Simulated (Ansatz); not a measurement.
C2H6Ge, SMILES `[CH2]1[CH2][GeH2]1`. The species carries charge 0 and has multiplicity 1. All single points use the PBE0-D4/def2-TZVP geometry.

```xyz
9

C     0.803   -0.450    0.345
C    -0.457    0.256    0.831
Ge   -0.325    0.182   -1.106
H     1.747    0.059    0.509
H     0.862   -1.520    0.509
H    -1.212   -0.358    1.309
H    -0.328    1.221    1.309
H     0.092    1.441   -1.853
H    -1.181   -0.831   -1.853
```

Problem. What is the dipole moment at r2SCAN/def2-TZVPP? (Estimate.)

Solution. Ansatz gave: 0.22 D, with components (0.06, -0.03, 0.21) D in this frame, pointing from negative to positive charge.

Problem. And with PBE, B3LYP, ωB97M-V? (Estimate.)

Solution. The calculation gave: PBE 0.19 D, B3LYP 0.10 D, ωB97M-V 0.03 D.

Problem. Give the Mulliken charges with r2SCAN, PBE, ωB97M-V in def2-TZVPP. (An estimate is asked.)

Solution. Computed: 
| atom | r2SCAN | PBE | ωB97M-V |
| --- | --- | --- | --- |
| C1 | -0.18 | -0.21 | -0.29 |
| C2 | -0.18 | -0.21 | -0.29 |
| Ge3 | 0.05 | 0.04 | 0.06 |
| H4 | 0.08 | 0.09 | 0.11 |
| H5 | 0.08 | 0.09 | 0.11 |
| H6 | 0.08 | 0.09 | 0.11 |
| H7 | 0.08 | 0.09 | 0.11 |
| H8 | 0.00 | 0.00 | 0.03 |
| H9 | 0.00 | 0.00 | 0.03 |

B3LYP here is the variant with VWN-RPA as its local correlation; programs differ in this.
